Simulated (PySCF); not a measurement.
C₄H₉ (SMILES C[CH-]CC), charge -1, singlet, at a GFN2-xTB geometry (in this run its highest filled SCF level lies above zero, so its values depend strongly on the basis, on diffuse functions most of all); R2SCAN/STO-3G (PySCF).

Here is a job for PySCF.
```python
from pyscf import gto, scf, dft

mol = gto.Mole()
mol.atom = '''
    C     0.706625    1.789509   -0.028220
    C     0.786026    0.265653   -0.085826
    C    -0.641726   -0.277369   -0.008265
    C    -0.668825   -1.805094   -0.006838
    H     1.710783    2.230725    0.024125
    H    -1.691251   -2.202591   -0.006651
    H     0.125753    2.232344    0.830332
    H     0.229219    2.184623   -0.937640
    H    -0.154785   -2.187592    0.875554
    H    -0.148255   -2.183755   -0.885516
    H     1.289105   -0.050233    0.880233
    H    -1.206800    0.074736   -0.888826
    H    -1.246369    0.065548    0.883281
'''
mol.basis = 'sto-3g'
mol.charge = -1
mol.spin = 0
mol.verbose = 4
mol.build()

mf = dft.RKS(mol)
mf.xc = 'r2scan'
mf.level_shift = 0.5
mf.max_cycle = 100
mf.kernel()
```

It wrote (shortened):

```
PySCF version 2.14.0

[INPUT] verbose = 4
[INPUT] num. atoms = 13
[INPUT] num. electrons = 34
[INPUT] charge = -1
[INPUT] spin (= nelec alpha-beta = 2S) = 0
[INPUT] symmetry False subgroup None
[INPUT] Mole.unit = angstrom
[INPUT] Symbol           X                Y                Z      unit          X                Y                Z       unit  Magmom
[INPUT]  1 C      0.706625000000   1.789509000000  -0.028220000000 AA    1.335327722771   3.381681907444  -0.053328071235 Bohr   0.0
[INPUT]  2 C      0.786026000000   0.265653000000  -0.085826000000 AA    1.485373866787   0.502011414169  -0.162187634367 Bohr   0.0
[INPUT]  3 C     -0.641726000000  -0.277369000000  -0.008265000000 AA   -1.212686387013  -0.524151445444  -0.015618586420 Bohr   0.0
[INPUT]  4 C     -0.668825000000  -1.805094000000  -0.006838000000 AA   -1.263896075262  -3.411133289096  -0.012921947240 Bohr   0.0
[INPUT]  5 H      1.710783000000   2.230725000000   0.024125000000 AA    3.232911328562   4.215459309220   0.045589642755 Bohr   0.0
[INPUT]  6 H     -1.691251000000  -2.202591000000  -0.006651000000 AA   -3.196001197897  -4.162293754432  -0.012568568454 Bohr   0.0
[INPUT]  7 H      0.125753000000   2.232344000000   0.830332000000 AA    0.237638729342   4.218518775816   1.569100072462 Bohr   0.0
[INPUT]  8 H      0.229219000000   2.184623000000  -0.937640000000 AA    0.433161132547   4.128339155426  -1.771882803437 Bohr   0.0
[INPUT]  9 H     -0.154785000000  -2.187592000000   0.875554000000 AA   -0.292501258191  -4.133949752290   1.654557267267 Bohr   0.0
[INPUT] 10 H     -0.148255000000  -2.183755000000  -0.885516000000 AA   -0.280161346597  -4.126698873150  -1.673382718920 Bohr   0.0
[INPUT] 11 H      1.289105000000  -0.050233000000   0.880233000000 AA    2.436055395807  -0.094926612415   1.663399295804 Bohr   0.0
[INPUT] 12 H     -1.206800000000   0.074736000000  -0.888826000000 AA   -2.280521487125   0.141230571645  -1.679637712393 Bohr   0.0
[INPUT] 13 H     -1.246369000000   0.065548000000   0.883281000000 AA   -2.355296060148   0.123867768013   1.669159181032 Bohr   0.0

nuclear repulsion = 122.000894649192
number of shells = 21
number of NR pGTOs = 87
number of NR cGTOs = 29
basis = sto-3g
ecp = {}

******** <class 'pyscf.dft.rks.RKS'> ********
method = RKS
initial guess = minao
damping factor = 0
level_shift factor = 0.5
DIIS = <class 'pyscf.scf.diis.CDIIS'>
diis_start_cycle = 1
diis_space = 8
diis_damp = 0
SCF conv_tol = 1e-09
SCF conv_tol_grad = None
SCF max_cycles = 100
direct_scf = True
direct_scf_tol = 1e-13
XC library pyscf.dft.libxc version 7.1.2
    S. Lehtola, C. Steigemann, M. J. T. Oliveira, and M. A. L. Marques,  SoftwareX 7, 1–5 (2018)
XC functionals = r2scan
    J. W. Furness, A. D. Kaplan, J. Ning, J. P. Perdew, and J. Sun,  J. Phys. Chem. Lett. 11, 8208–8215 (2020)
    J. W. Furness, A. D. Kaplan, J. Ning, J. P. Perdew, and J. Sun,  J. Phys. Chem. Lett. 11, 9248–9248 (2020)
    J. W. Furness, A. D. Kaplan, J. Ning, J. P. Perdew, and J. Sun,  J. Phys. Chem. Lett. 11, 8208–8215 (2020)
    J. W. Furness, A. D. Kaplan, J. Ning, J. P. Perdew, and J. Sun,  J. Phys. Chem. Lett. 11, 9248–9248 (2020)
radial grids:
    Treutler-Ahlrichs [JCP 102, 346 (1995); DOI:10.1063/1.469408] (M4) radial grids

becke partition: Becke, JCP 88, 2547 (1988); DOI:10.1063/1.454033
pruning grids: <function nwchem_prune>
grids dens level: 3
symmetrized grids: False
atomic radii adjust function: <function treutler_atomic_radii_adjust>
small_rho_cutoff = 0
Set gradient conv threshold to 3.16228e-05
Initial guess from minao.
tot grids = 144744
init E= -155.68209731412
  HOMO = 0.162708306331924  LUMO = 0.685836320173381  gap/eV = 14.23504
cycle= 1 E= -155.570331925305  delta_E= 0.112  |g|= 0.401  |ddm|=  4.2
  HOMO = 0.454027020312258  LUMO = 1.09207007773921  gap/eV = 17.36204
cycle= 2 E= -155.628635031215  delta_E= -0.0583  |g|= 0.0815  |ddm|= 0.736
  HOMO = 0.327697474309333  LUMO = 1.09191259084393  gap/eV = 20.79535
cycle= 3 E= -155.631039332969  delta_E= -0.0024  |g|= 0.0277  |ddm|= 0.118
  HOMO = 0.320222408162626  LUMO = 1.09088858432361  gap/eV = 20.97089
cycle= 4 E= -155.631367003568  delta_E= -0.000328  |g|= 0.0121  |ddm|= 0.0465
  HOMO = 0.319690463953616  LUMO = 1.09192847476366  gap/eV = 21.01367
cycle= 5 E= -155.631437556152  delta_E= -7.06e-05  |g|= 0.00501  |ddm|= 0.0233
  HOMO = 0.319357604751137  LUMO = 1.09192635330857  gap/eV = 21.02267
cycle= 6 E= -155.631453513572  delta_E= -1.6e-05  |g|= 0.00246  |ddm|= 0.0119
  HOMO = 0.319259573362301  LUMO = 1.0918452098466  gap/eV = 21.02313
cycle= 7 E= -155.631457994383  delta_E= -4.48e-06  |g|= 0.00133  |ddm|= 0.00656
  HOMO = 0.319221265678525  LUMO = 1.09189817383935  gap/eV = 21.02561
cycle= 8 E= -155.631459413602  delta_E= -1.42e-06  |g|= 0.000753  |ddm|= 0.00371
  HOMO = 0.319200181375185  LUMO = 1.09188514743082  gap/eV = 21.02583
cycle= 9 E= -155.631459896495  delta_E= -4.83e-07  |g|= 0.000447  |ddm|= 0.00215
  HOMO = 0.319194466351393  LUMO = 1.09188746782858  gap/eV = 21.02605
cycle= 10 E= -155.631460068097  delta_E= -1.72e-07  |g|= 0.000275  |ddm|= 0.00127
  HOMO = 0.319193567587019  LUMO = 1.09188892355925  gap/eV = 21.02611
cycle= 11 E= -155.631460132067  delta_E= -6.4e-08  |g|= 0.000173  |ddm|= 0.000768
  HOMO = 0.319191912887632  LUMO = 1.09188649831875  gap/eV = 21.02609
cycle= 12 E= -155.631460156687  delta_E= -2.46e-08  |g|= 0.000109  |ddm|= 0.00047
  HOMO = 0.319192221206449  LUMO = 1.09188806646033  gap/eV = 21.02612
cycle= 13 E= -155.631460166293  delta_E= -9.61e-09  |g|= 6.96e-05  |ddm|= 0.000291
  HOMO = 0.319192005128306  LUMO = 1.09188790671631  gap/eV = 21.02613
cycle= 14 E= -155.63146017011  delta_E= -3.82e-09  |g|= 4.42e-05  |ddm|= 0.000181
  HOMO = 0.319192250757761  LUMO = 1.09188784913637  gap/eV = 21.02612
cycle= 15 E= -155.63146017163  delta_E= -1.52e-09  |g|= 2.82e-05  |ddm|= 0.000114
  HOMO = 0.319192314398709  LUMO = 1.09188804185363  gap/eV = 21.02612
cycle= 16 E= -155.631460172243  delta_E= -6.13e-10  |g|= 1.8e-05  |ddm|= 7.18e-05
  HOMO = 0.319197153345616  LUMO = 0.591887787726905  gap/eV = 7.42029
Extra cycle  E= -155.631460172567  delta_E= -3.25e-10  |g|= 1.48e-05  |ddm|= 0.000147
converged SCF energy = -155.631460172567
```
